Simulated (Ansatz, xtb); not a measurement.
**Relative energy of two isomers of C4H5N3Si**

Structure I: `N#Cc1cncn1[SiH3]`, a singlet. Structure II: `N#Cc1cnc([SiH3])[nH]1`, a singlet. Both are isolated molecules in the gas phase, relaxed with r2SCAN-D4/def2-SVP.

Question: Estimate E(II) − E(I) at the level CCSD(T)/def2-SVP + ΔMP2/def2-TZVPP.

Answer: Calculated at CCSD(T)/def2-SVP + ΔMP2/def2-TZVPP: E(II) − E(I) = +50.0 kJ/mol, so structure I lies lower.

How the difference moves with the method:

| level | geometry | E(II) − E(I) (kJ/mol) | departure from the last row (kJ/mol) | job, with rough time for the two |
| --- | --- | --- | --- | --- |
| GFN2-xTB | GFN2-xTB | +92.8 | +42.8 | optimisation, 0.19 s |
| HF/STO-3G | GFN2-xTB | +58.8 | +8.9 | single point, 0.89 s |
| r2SCAN-D4/def2-SVP//GFN2-xTB | GFN2-xTB | +33.4 | −16.6 | single point, 6.3 s |
| r2SCAN-D4/def2-SVP | r2SCAN-D4/def2-SVP | +37.1 | −12.9 | optimisation, 42 s |
| HF/def2-SVP | r2SCAN-D4/def2-SVP | +48.8 | −1.1 | part of the CCSD(T) run |
| MP2/def2-SVP | r2SCAN-D4/def2-SVP | +43.1 | −6.9 | part of the CCSD(T) run |
| CCSD(T)/def2-SVP | r2SCAN-D4/def2-SVP | +43.8 | −6.2 | single point |
| CCSD(T)/def2-SVP + ΔMP2/def2-TZVPP | r2SCAN-D4/def2-SVP | +50.0 |  | single point, 72 s |

As drawn, II has 1 C–Si, 1 N–H in place of 1 N–Si, 1 C–H.

The levels shown agree on the order. The largest departure from CCSD(T)/def2-SVP + ΔMP2/def2-TZVPP is that of GFN2-xTB, 42.8 kJ/mol. A small imaginary or near-zero mode remains, so no thermal terms are given. The last row adds to CCSD(T) the change of the MP2 difference between the two basis sets, here +6.2 kJ/mol.

The correlated steps freeze 12 core orbitals. Programs: Ansatz 0.2.0, xtb 6.7.1; the last row on 2 threads of Intel(R) Xeon(R) 6975P-C (Granite Rapids) on a shared host.
